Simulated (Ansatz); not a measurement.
`Sc1ccc(-c2ccc(-c3ccc(S)[se]3)[se]2)[se]1` with charge -1. Total charge -1; doublet. Geometry PBE-D4/def2-SVP, that of the neutral singlet; atoms count from 1.

```xyz
25

S     5.501    3.037   -3.260
C     4.315    2.046   -2.420
C     4.423    0.754   -1.932
C     3.253    0.248   -1.300
C     2.156    1.101   -1.252
C     0.852    0.883   -0.691
C    -0.252    1.732   -0.668
C    -1.414    1.228   -0.032
C    -1.316   -0.057    0.496
C    -2.306   -0.834    1.189
C    -2.207   -2.107    1.738
C    -3.374   -2.618    2.372
C    -4.469   -1.769    2.359
S    -6.082   -1.997    3.023
Se   -4.062   -0.150    1.473
Se    0.423   -0.751    0.178
Se    2.598    2.757   -2.084
H     6.498    2.109   -3.211
H     5.347    0.165   -2.029
H     3.213   -0.767   -0.875
H    -0.220    2.735   -1.121
H    -2.342    1.815    0.044
H    -1.272   -2.687    1.686
H    -3.408   -3.612    2.842
H    -5.854   -3.262    3.474
```

Single mean-field runs in def2-TZVP are fitted with def2-universal-jkfit. The highest occupied level of the charge -1 doublet lies above zero (up to 0.10 eV). By energy differences its removal costs 1.06 eV (vertical, to the charge 0 singlet, at PBE0-D4/def2-TZVP); self-interaction error and the lack of diffuse functions both raise the level.

(1) Estimate the Mulliken populations from the PBE0/def2-TZVP orbitals of Ansatz.

(2) Where does the spin sit?

(3) And the Mayer bond orders between bonded heavy atoms (over 0.3)?

## Answers

(1) 
```tsv
atom	charge (e)	spin (α − β)
S1	-0.24	0.02
C2	-0.02	0.18
C3	-0.21	-0.09
C4	-0.23	0.19
C5	-0.05	-0.03
C6	-0.01	0.13
C7	-0.19	0.03
C8	-0.19	0.03
C9	-0.01	0.13
C10	-0.05	-0.03
C11	-0.23	0.19
C12	-0.21	-0.09
C13	-0.02	0.18
S14	-0.24	0.02
Se15	0.04	0.05
Se16	-0.01	0.08
Se17	0.04	0.05
H18	0.13	0.00
H19	0.09	0.00
H20	0.10	-0.01
H21	0.09	0.00
H22	0.09	0.00
H23	0.10	-0.01
H24	0.09	0.00
H25	0.13	0.00
```
Mulliken values and Mayer orders depend strongly on the basis.

(2) Summed by element: S 0.04, C 0.81, Se 0.17, H -0.02, of 1 unpaired in all. Largest on single atoms: C11 0.19, C4 0.19, C13 0.18.

(3) S1–C2 1.06 (1.76 Å); C2–C3 1.57 (1.39 Å); C2–Se17 1.10 (1.89 Å); C3–C4 1.31 (1.42 Å); C4–C5 1.41 (1.39 Å); C5–C6 1.17 (1.44 Å); C5–Se17 1.17 (1.91 Å); C6–C7 1.32 (1.39 Å); C6–Se16 1.15 (1.90 Å); C7–C8 1.40 (1.42 Å); C8–C9 1.32 (1.39 Å); C9–C10 1.17 (1.44 Å); C9–Se16 1.15 (1.90 Å); C10–C11 1.41 (1.39 Å); C10–Se15 1.17 (1.91 Å); C11–C12 1.31 (1.42 Å); C12–C13 1.57 (1.39 Å); C13–S14 1.06 (1.76 Å); C13–Se15 1.10 (1.89 Å).
